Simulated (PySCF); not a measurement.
## C3H9Al: core ionisation energies

Compound: AlMe3, C3H9Al.
Z-matrix (Å and degrees, PBE0-D3(BJ)/def2-SVP geometry), rows numbered from 1:
```
Al
C   1  1.9631
H   2  1.1012  1  113.82
H   2  1.1047  1  110.71  3  -121.26
H   2  1.1043  1  110.88  3   121.67
C   1  1.9630  2  119.96  3  -176.65
H   6  1.1047  1  110.75  2  -119.46
H   6  1.1044  1  110.99  2   123.52
H   6  1.1014  1  113.93  2     1.85
C   1  1.9631  2  120.11  3     3.53
H  10  1.1016  1  113.61  2  -179.95
H  10  1.1043  1  111.03  2    58.67
H  10  1.1045  1  110.92  2   -58.68
```

Method used: PySCF 2.14.0, delta-SCF UKS SCAN, pcX-2 on the ionised atom, pcseg-1 elsewhere, spin-free X2C. Vertical ΔSCF values, vacuum level as zero.

Give the core binding energies atom by atom.

```csv
atom(s),bonded to,level,binding energy (eV),count
Al1,3 C,Al 1s,1566.03,1
C2/C6/C10,3 H and Al,C 1s,289.46,3
```

Which photon energy gives electrons from Al 1s of Al1 a kinetic energy of 150 eV, and what is their de Broglie wavelength?

hν = 1566.03 + 150 = 1716.03 eV, recoil neglected; λ = 12.264 Å/√(E/eV) = 1.00 Å.

Express the binding energy of Al 1s of Al1 in atomic units and per mole.

1566.03 eV = 57.5505 Eh = 151099 kJ/mol.

Atoms equivalent by their bonding share one computed value, that of the first of them. Isolated species at its PBE0-D3(BJ)/def2-SVP geometry, gas phase.
